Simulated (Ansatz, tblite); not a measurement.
Forces on the cluster Ga2As3⁻ at its r2SCAN-D4/def2-SVPD geometry. Total charge -1; singlet.

The xTB rows come from tblite. At HF/def2-TZVPD the restricted singlet is unstable: a solution with broken spin symmetry lies lower. The structure comes from a short search, and lower isomers may exist.

GFN1-xTB (tblite), largest force 1.05 eV/Å:

```xyz
5
positions Å, forces eV/Å
Ga   -0.476    1.359    0.505    0.389    0.077    0.969
Ga   -0.112   -0.841   -1.268    0.523   -0.883    0.215
As   -1.304    1.150   -1.694   -0.467    0.412   -0.606
As    0.297   -0.348    2.057   -0.098    0.082   -0.463
As    1.594   -1.320    0.400   -0.347    0.311   -0.115
```

GFN2-xTB (tblite), largest force 0.42 eV/Å:

```
Ga 0.149 0.008 0.324
Ga 0.176 -0.295 0.097
As -0.226 0.200 -0.294
As 0.148 -0.123 -0.328
As -0.246 0.210 0.201
```

HF/def2-TZVPD (Ansatz), largest force 0.28 eV/Å:

```
Ga 0.076 0.060 0.263
Ga 0.134 -0.245 0.010
As -0.117 0.103 -0.152
As -0.192 0.157 0.130
As 0.099 -0.074 -0.251
```
